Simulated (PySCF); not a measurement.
Vertical excitations of a molecule C3H10OSi2 from TDA-PBE/def2-SVPD in PySCF, as energy in eV (oscillator strength): 3.02 (0.008), 4.64 (0.050), 4.90 (0.001), 5.07 (0.002), 5.15 (0.009), 5.31 (0.030). Lowest triplet (TDA): 2.30 eV. The structure is a stationary point at B3LYP-D3(BJ)/def2-SVP. The values are those of a single conformer.

Which molecule gave these data?
(A) CO[SiH]1C[SiH2]C1
(B) C[Si](C)([SiH3])C=O
(C) C=CCO[SiH2][SiH3]
(D) C=COC[SiH2][SiH3]

B, C[Si](C)([SiH3])C=O
